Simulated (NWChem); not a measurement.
System: C$_{2}$H$_{6}$BClO; SMILES C(C)B(Cl)O

The following NWChem deck was run.

```
start job
memory heap 200 mb stack 900 mb global 1100 mb
geometry units angstroms noautoz
  B      0.561140     0.250934    -0.040121
  Cl    -0.960886     1.192515    -0.037246
  C      0.554777    -1.295466    -0.291604
  C     -0.642603    -2.078866     0.235627
  H      1.504674    -1.706646     0.089555
  H      0.617545    -1.409056    -1.392272
  H     -1.587781    -1.682811    -0.165377
  H     -0.709333    -2.024191     1.333596
  H     -0.582367    -3.143601    -0.036634
  O      1.718856     0.914150     0.142769
  H      1.599804     1.865482     0.245467
end
basis spherical
  B library 6-31g*
  Cl library 6-31g*
  C library 6-31g*
  H library 6-31g*
  O library 6-31g*
end
dft
  xc xwpbe 1.00 cpbe96 1.0 hfexch 1.00
  cam 0.15 cam_alpha 0.0 cam_beta 1.0
  iterations 150
  vectors input atomic output neutral.movecs
end
task dft energy
charge 1
dft
  odft
  mult 2
  vectors input atomic output cation.movecs
end
task dft energy
```

Parts of the log:

```
             Northwest Computational Chemistry Package (NWChem) 7.3.0
             --------------------------------------------------------

 C1  symmetry detected

                             Geometry "geometry" -> ""
                             -------------------------

 Output coordinates in angstroms (scale by  1.889725989 to convert to a.u.)

  No.       Tag          Charge          X              Y              Z
 ---- ---------------- ---------- -------------- -------------- --------------
    1 B                    5.0000     0.55163543     0.23685018    -0.04057133
    2 Cl                  17.0000    -0.96341545     1.18955040    -0.02919946
    3 C                    6.0000     0.53346675    -1.30787207    -0.30160814
    4 C                    6.0000    -0.66874144    -2.08570968     0.22286406
    5 H                    1.0000     1.48096301    -1.72837459     0.07533210
    6 H                    1.0000     0.59351677    -1.41509222    -1.40306644
    7 H                    1.0000    -1.61166401    -1.68024307    -0.17402265
    8 H                    1.0000    -0.73319137    -2.03735598     1.32126577
    9 H                    1.0000    -0.61680512    -3.14914956    -0.05608627
   10 O                    8.0000     1.71450988     0.89039696     0.14438858
   11 H                    1.0000     1.60263528     1.84192266     0.25318077

 Effective nuclear repulsion energy (a.u.)     206.8336446731

  pbe96 is a nonlocal functional; adding pw91lda local functional.

                                 NWChem DFT Module
                                 -----------------

 Summary of "ao basis" -> "ao basis" (spherical)
 ------------------------------------------------------------------------------
       Tag                 Description            Shells   Functions and Types
 ---------------- ------------------------------  ------  ---------------------
 B                           6-31g*                  6       14   3s2p1d
 Cl                          6-31g*                  8       18   4s3p1d
 C                           6-31g*                  6       14   3s2p1d
 H                           6-31g*                  2        2   2s
 O                           6-31g*                  6       14   3s2p1d

            General Information
            -------------------
          SCF calculation type: DFT
          Wavefunction type:  closed shell.
          No. of atoms     :    11
          No. of electrons :    48
           Alpha electrons :    24
            Beta electrons :    24
          Charge           :     0
          Spin multiplicity:     1
          Use of symmetry is: off; symmetry adaption is: off
          Maximum number of iterations: 150
          AO basis - number of functions:    86
                     number of shells:    44
          Convergence on energy requested:  1.00D-06
          Convergence on density requested:  1.00D-05
          Convergence on gradient requested:  5.00D-04

              XC Information
              --------------
                     Hartree-Fock (Exact) Exchange  1.000
                     LC-wPBE(h)Exchange Functional  1.000
            Perdew 1991 LDA Correlation Functional  1.000 local
           PerdewBurkeErnz. Correlation Functional  1.000 non-local

           Range-Separation Parameters
           ---------------------------
           Alpha           :  0.00
           Beta            :  1.00
           Gamma           :  0.15
           Short-Range HF  :     F

             Grid Information
             ----------------
          Grid used for XC integration:  medium
          Radial quadrature: Mura-Knowles
          Angular quadrature: Lebedev.
          Tag              B.-S. Rad. Rad. Pts. Rad. Cut. Ang. Pts.
          ---              ---------- --------- --------- ---------
          B                   0.85       49          10.0       434
          Cl                  1.00       88          11.0       590
          C                   0.70       49          11.0       434
          H                   0.35       45          12.0       434
          O                   0.60       49          11.0       434
          Grid pruning is: on
          Number of quadrature shells:   554
          Spatial weights used:  Erf1

      Superposition of Atomic Density Guess
      -------------------------------------

 Sum of atomic energies:        -637.04092697

      Non-variational initial energy
      ------------------------------

 Total energy =    -639.519138
 1-e energy   =   -1285.485410
 2-e energy   =     439.132627
 HOMO         =      -0.361753
 LUMO         =       0.073182

   convergence    iter        energy       DeltaE   RMS-Dens  Diis-err
 ---------------- ----- ----------------- --------- --------- ---------
 d= 0,ls=0.0,diis     1   -639.7003997033 -8.47D+02  1.17D-02  7.57D-01
 d= 0,ls=0.0,diis     2   -639.7110281125 -1.06D-02  6.10D-03  7.72D-01
 d= 0,ls=0.0,diis     3   -639.7797141995 -6.87D-02  1.61D-03  5.42D-02
 d= 0,ls=0.0,diis     4   -639.7843580221 -4.64D-03  6.56D-04  4.42D-03
 d= 0,ls=0.0,diis     5   -639.7848993270 -5.41D-04  1.16D-04  9.82D-05
  Resetting Diis
 d= 0,ls=0.0,diis     6   -639.7849130397 -1.37D-05  3.18D-05  4.73D-06
 d= 0,ls=0.0,diis     7   -639.7849136686 -6.29D-07  1.51D-05  1.02D-06
 d= 0,ls=0.0,diis     8   -639.7849136654  3.25D-09  6.99D-06  1.15D-06

         Total DFT energy =     -639.784913665356
      One electron energy =    -1289.808642212935
           Coulomb energy =      496.870472450095
    Exchange-Corr. energy =      -53.680388575643
 Nuclear repulsion energy =      206.833644673126

 Numeric. integr. density =       48.000018484299

                       DFT Final Molecular Orbital Analysis
                       ------------------------------------

 Vector   22  Occ=2.000000D+00  E=-3.594058D-01
              MO Center= -3.1D-01,  1.0D+00, -2.4D-02, r^2= 2.6D+00
   Bfn.  Coefficient  Atom+Function         Bfn.  Coefficient  Atom+Function
  ----- ------------  ---------------      ----- ------------  ---------------
    23      0.620252   2 Cl pz               27      0.339844   2 Cl pz
    75     -0.292828  10 O  pz               19     -0.243550   2 Cl pz
    79     -0.218785  10 O  pz               73      0.111276  10 O  px
    21      0.096435   2 Cl px               77      0.082046  10 O  px
    36     -0.070018   3 C  py                4      0.056114   1 B  py

 Vector   23  Occ=2.000000D+00  E=-3.562416D-01
              MO Center= -1.3D-01,  1.6D-01,  9.4D-03, r^2= 4.2D+00
   Bfn.  Coefficient  Atom+Function         Bfn.  Coefficient  Atom+Function
  ----- ------------  ---------------      ----- ------------  ---------------
    21      0.436477   2 Cl px               22      0.247720   2 Cl py
    25      0.228149   2 Cl px               73      0.228813  10 O  px
    36     -0.174920   3 C  py               17     -0.170606   2 Cl px
    50      0.170466   4 C  py               77      0.164698  10 O  px
     4      0.148044   1 B  py               23     -0.140769   2 Cl pz

 Vector   24  Occ=2.000000D+00  E=-3.420511D-01
              MO Center= -3.1D-01,  1.1D-01, -8.2D-02, r^2= 3.6D+00
   Bfn.  Coefficient  Atom+Function         Bfn.  Coefficient  Atom+Function
  ----- ------------  ---------------      ----- ------------  ---------------
    22      0.510367   2 Cl py               26      0.279976   2 Cl py
    36      0.269609   3 C  py                4     -0.215756   1 B  py
    18     -0.199689   2 Cl py               40      0.164711   3 C  py
    21      0.157613   2 Cl px               23      0.100375   2 Cl pz
    25      0.100136   2 Cl px               50     -0.096481   4 C  py

 Vector   25  Occ=0.000000D+00  E= 5.212153D-02
              MO Center=  5.0D-01,  1.7D-01, -3.1D-02, r^2= 2.5D+00
   Bfn.  Coefficient  Atom+Function         Bfn.  Coefficient  Atom+Function
  ----- ------------  ---------------      ----- ------------  ---------------
     9      0.589668   1 B  pz                5      0.544046   1 B  pz
    64      0.337646   6 H  s                79     -0.313829  10 O  pz
    75     -0.284089  10 O  pz               52     -0.269009   4 C  s
    27     -0.229606   2 Cl pz               23     -0.225679   2 Cl pz
    70      0.157824   9 H  s                62     -0.156027   5 H  s

 Vector   26  Occ=0.000000D+00  E= 1.182034D-01
              MO Center=  1.4D+00,  1.7D+00,  2.2D-01, r^2= 2.7D+00
   Bfn.  Coefficient  Atom+Function         Bfn.  Coefficient  Atom+Function
  ----- ------------  ---------------      ----- ------------  ---------------
    86      1.350458  11 H  s                76     -0.895113  10 O  s
    78     -0.421178  10 O  py               24      0.393248   2 Cl s
    38     -0.353688   3 C  s                 7      0.324258   1 B  px
    74     -0.274717  10 O  py               25      0.223820   2 Cl px
     3      0.212858   1 B  px                8     -0.206325   1 B  py

 Vector   27  Occ=0.000000D+00  E= 1.424809D-01
              MO Center=  5.2D-02, -4.0D-01, -1.9D-01, r^2= 5.4D+00
   Bfn.  Coefficient  Atom+Function         Bfn.  Coefficient  Atom+Function
  ----- ------------  ---------------      ----- ------------  ---------------
     6      1.543578   1 B  s                38     -1.263527   3 C  s
    52     -0.914384   4 C  s                62      0.765229   5 H  s
    25     -0.606809   2 Cl px               64      0.604716   6 H  s
    24     -0.564014   2 Cl s                70      0.434536   9 H  s
    66      0.418194   7 H  s                68      0.406022   8 H  s

     Multipole analysis of the density
     ---------------------------------

     L   x y z        total         alpha         beta         nuclear
     -   - - -        -----         -----         ----         -------
     0   0 0 0     -0.000000    -24.000000    -24.000000     48.000000

     1   1 0 0      0.358965      0.179482      0.179482     -0.000000
     1   0 1 0      0.100751      0.050375      0.050375      0.000000
     1   0 0 1     -0.002247     -0.001124     -0.001124     -0.000000

     2   2 0 0    -29.376243   -110.815787   -110.815787    192.255331
     2   1 1 0      2.161100     -4.744973     -4.744973     11.651045
     2   1 0 1      0.087030      0.904050      0.904050     -1.721069
     2   0 2 0    -25.147047   -177.407362   -177.407362    329.667676
     2   0 1 1      0.571264      0.166843      0.166843      0.237579
     2   0 0 2    -27.377617    -22.350189    -22.350189     17.322761

                                 NWChem DFT Module
                                 -----------------

            General Information
            -------------------
          SCF calculation type: DFT
          Wavefunction type:  spin polarized.
          No. of atoms     :    11
          No. of electrons :    47
           Alpha electrons :    24
            Beta electrons :    23
          Charge           :     1
          Spin multiplicity:     2
          Use of symmetry is: off; symmetry adaption is: off
          Maximum number of iterations: 150
          This is a Direct SCF calculation.
          AO basis - number of functions:    86
                     number of shells:    44
          Convergence on energy requested:  1.00D-06
          Convergence on density requested:  1.00D-05
          Convergence on gradient requested:  5.00D-04

              XC Information
              --------------
                     Hartree-Fock (Exact) Exchange  1.000
                     LC-wPBE(h)Exchange Functional  1.000
            Perdew 1991 LDA Correlation Functional  1.000 local
           PerdewBurkeErnz. Correlation Functional  1.000 non-local

           Range-Separation Parameters
           ---------------------------
           Alpha           :  0.00
           Beta            :  1.00
           Gamma           :  0.15
           Short-Range HF  :     F

             Grid Information
             ----------------
          Grid used for XC integration:  medium
          Radial quadrature: Mura-Knowles
          Angular quadrature: Lebedev.
          Tag              B.-S. Rad. Rad. Pts. Rad. Cut. Ang. Pts.
          ---              ---------- --------- --------- ---------
          B                   0.85       49          10.0       434
          Cl                  1.00       88          11.0       590
          C                   0.70       49          11.0       434
          H                   0.35       45          12.0       434
          O                   0.60       49          11.0       434
          Grid pruning is: on
          Number of quadrature shells:   554
          Spatial weights used:  Erf1

      Superposition of Atomic Density Guess
      -------------------------------------

 Sum of atomic energies:        -637.04092697

 Renormalizing density from      48.00 to     47

      Non-variational initial energy
      ------------------------------

 Total energy =    -630.844789
 1-e energy   =   -1258.704464
 2-e energy   =     421.026030
 HOMO         =      -0.629450
 LUMO         =      -0.206547

[...]
```

Level: LC-wPBE (HJS exchange hole, range parameter 0.15 per bohr)/6-31G* (spherical d), vertical spin-unrestricted ions. Coordinates come from a PBE0/def2-SVP optimisation.
